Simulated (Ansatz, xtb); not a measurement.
Relative energy of two isomers of C4H2F3NO

We compare X, `N#C[C@@]1(C(F)(F)F)CO1`, a singlet, with Y, `N#C[C@@H]1O[C@@H]1C(F)(F)F`, a singlet. Both are isolated molecules in the gas phase, relaxed with r2SCAN-D4/def2-SVP.

Task: Which of the two would you expect CCSD(T)/def2-SVP + ΔMP2/def2-TZVPP electronic energies to favour?

Result: Too close to call at this level: CCSD(T)/def2-SVP + ΔMP2/def2-TZVPP gives E(Y) − E(X) = +0.96 kJ/mol.

How the difference moves with the method:

```csv
level,geometry,E(Y) − E(X) (kJ/mol),departure from the last row (kJ/mol),"job, with rough time for the two"
r2SCAN-D4/def2-SVP,r2SCAN-D4/def2-SVP,+2.23,+1.27,"optimisation, 60 s"
HF/def2-SVP,r2SCAN-D4/def2-SVP,+0.73,−0.24,part of the CCSD(T) run
MP2/def2-SVP,r2SCAN-D4/def2-SVP,+6.90,+5.93,part of the CCSD(T) run
CCSD(T)/def2-SVP,r2SCAN-D4/def2-SVP,+6.29,+5.33,single point
CCSD(T)/def2-SVP + ΔMP2/def2-TZVPP,r2SCAN-D4/def2-SVP,+0.96,,"single point, 2.4 min"
```

As drawn, both hold the same kinds of bond in the same numbers.

The largest departure from CCSD(T)/def2-SVP + ΔMP2/def2-TZVPP is that of MP2/def2-SVP, 5.93 kJ/mol. Levels run at GFN2-xTB geometries aren't shown. The last row adds to CCSD(T) the change of the MP2 difference between the two basis sets, here −5.33 kJ/mol.

With thermal terms from frequencies at re-optimised GFN2-xTB minima (ideal gas, soft modes damped towards free rotors, one conformer each, 298.15 K, 1 atm): the zero-point term adds +0.21 kJ/mol; ΔH is +0.92 and ΔG +0.96 kJ/mol.

The correlated steps freeze 9 core orbitals. Programs: Ansatz 0.2.0, xtb 6.7.1; the last row on 2 threads of Arm Neoverse V2 on a shared host.
